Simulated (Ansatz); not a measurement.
`C[CH2][Ge][O]C` + H₂O → `C[CH2][Ge][OH]` + CH₃OH  (formal hydrolysis of a Ge–O bond)

Isolated molecules relaxed with PBE0-D4/def2-TZVP in Ansatz; ΔE leaves out vibrations. CBS: MP2 limit from def2 TZ/QZ plus the TZ coupled-cluster correction, frozen cores. This one scheme is used for every species. Functionals use def2-TZVPP. For Ge outer-core shells are correlated without core-valence functions, which leaves a few kJ/mol of doubt a bond. Scalar relativity is left out up to krypton. One conformer a species, not always the lowest.

`C[CH2][Ge][O]C`:

```xyz
13

C     1.782   -0.566   -0.155
C     0.663   -1.573   -0.361
Ge   -1.222   -0.949   -0.191
O    -0.822    0.756    0.180
C    -1.823    1.715    0.412
H     1.737   -0.120    0.840
H     2.767   -1.027   -0.273
H     1.710    0.258   -0.868
H     0.723   -2.040   -1.355
H     0.751   -2.417    0.338
H    -2.835    1.296    0.337
H    -1.731    2.526   -0.317
H    -1.700    2.141    1.413
```

H₂O:

```xyz
3

O     0.037    0.195    0.335
H     0.739   -0.147   -0.222
H    -0.776   -0.048   -0.113
```

`C[CH2][Ge][OH]`:

Cartesian coordinates in Å:
```
C -0.622 -0.727 0.258
C -0.102 0.054 -0.937
Ge 1.272 1.492 -0.621
O 1.438 1.367 1.156
H -1.110 -0.074 0.988
H -1.362 -1.480 -0.030
H 0.182 -1.261 0.774
H -0.924 0.550 -1.471
H 0.346 -0.617 -1.682
H 0.883 0.695 1.565
```

CH₃OH:

```xyz
6

C    -0.328    0.130    0.047
O     0.654   -0.819   -0.301
H    -1.299   -0.335   -0.130
H    -0.269    1.038   -0.566
H    -0.276    0.416    1.105
H     1.518   -0.430   -0.155
```

**Question.** Is it downhill or uphill in electronic energy at CCSD(T)/CBS, and by how much? (Estimate.)

**Answer.** Ansatz gave: Uphill: ΔE = +9.0 kJ/mol.

**Question.** What do these levels give: LDA (SPW92), revPBE-D4, r2SCAN-D4, CCSD(T)/def2-SVP, MP2/def2-TZVPP, CCSD/def2-TZVPP? (An estimate is asked.)

**Answer.** The calculation gave: LDA (SPW92) 4.7, revPBE-D4 6.3, r2SCAN-D4 5.3, CCSD(T)/def2-SVP 7.6, MP2/def2-TZVPP 9.8, CCSD/def2-TZVPP 6.1 kJ/mol.

Largest T1 diagnostic among the species: 0.014.

The D4 term adds +4.9 kJ/mol with B3LYP and +2.9 kJ/mol with PBE0; it sums over pairs of atoms, weighted by their polarisabilities, and B3LYP, whose exchange is more repulsive, gets the larger term. Leaving LDA and LC-ωPBE aside and taking each functional with its dispersion term where it has one, the values, not all of them listed here, spread over 3.6 kJ/mol, from ωB97M-V to BLYP-D4. In def2-TZVPP, CCSD(T) changes the Hartree–Fock value by +7.3 kJ/mol (the triples alone add +1.4 kJ/mol) and MP2 by +9.6 kJ/mol.

B3LYP here is the variant with VWN-RPA as its local correlation; programs differ in this.
